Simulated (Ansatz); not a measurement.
Consider the substitution at a C–Sn bond: `C[CH2][SnH2][SiH3]` + `OC(=S)S` → `CCOC(=S)S` + `[SiH3][SnH3]`.

Isolated molecules relaxed with PBE0-D4/def2-TZVP in Ansatz; ΔE leaves out vibrations. CCSD(T)/CBS is the MP2 limit (def2-TZVPP, def2-QZVPP) plus CCSD(T) − MP2 in def2-TZVPP, frozen cores. Elements past krypton have def2 core potentials. For Sn outer-core shells are correlated without core-valence functions, which leaves a few kJ/mol of doubt a bond. One conformer a species, not always the lowest.

```
             species  CCSD(T)/CBS(def2) energy (Eh)
`C[CH2][SnH2][SiH3]`                     -585.21270
           `OC(=S)S`                     -909.96425
         `CCOC(=S)S`                     -988.46780
      `[SiH3][SnH3]`                     -506.68362
```

Task: Work out ΔE.

Result: ΔE = (-988.46780) + (-506.68362) − (-585.21270) − (-909.96425) = 0.02553 Eh = +0.69 eV.

Largest T1 diagnostic among the species: 0.017.

In def2-TZVPP, CCSD(T) changes the Hartree–Fock value by +0.11 eV (the triples alone add −0.00 eV) and MP2 by +0.19 eV.
